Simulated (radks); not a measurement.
The numbers below are computed, except where a source is named.
Ionisation of neutral samarium, [Xe] 4f6 6s2, to [Xe] 4f6 6s1 as the strength of local exchange is varied. Level of theory: scalar-relativistic Kohn-Sham, Slater X-alpha exchange (alpha = 2/3 is LDA exchange), no correlation, spin-polarised, spherical densities, finite nucleus; open shells are filled with parallel spins first (spin-orbit coupling, left out, can overturn this in heavy ions); Fermi nuclear charge, rms radius 5.0819 fm (a radial shooting solver on a logarithmic mesh with Libxc functionals).

| alpha | E(Sm) (hartree) | exchange (hartree) | IE (eV) | -e of the level emptied (eV) | <r> of it (bohr) |
|---|---|---|---|---|---|
| 0.571 | -10381.5082 | -189.6002 | 4.358 | 2.375 (6s) | 4.652 |
| 0.667 | -10413.5510 | -222.2173 | 4.709 | 2.742 (6s) | 4.528 |
| 0.821 | -10465.1744 | -274.9634 | 5.326 | 3.397 (6s) | 4.329 |
| 0.871 | -10481.9933 | -292.2006 | 5.538 | 3.624 (6s) | 4.268 |
| 0.92 | -10498.5033 | -309.1461 | 5.750 | 3.853 (6s) | 4.209 |

NIST Atomic Spectra Database: 5.644 eV (measured). The Delta-SCF value meets it near alpha = 0.90. Open shells are spherical and high-spin; term and fine-structure splittings are not resolved. Spin-orbit splitting is averaged out at the scalar-relativistic level.
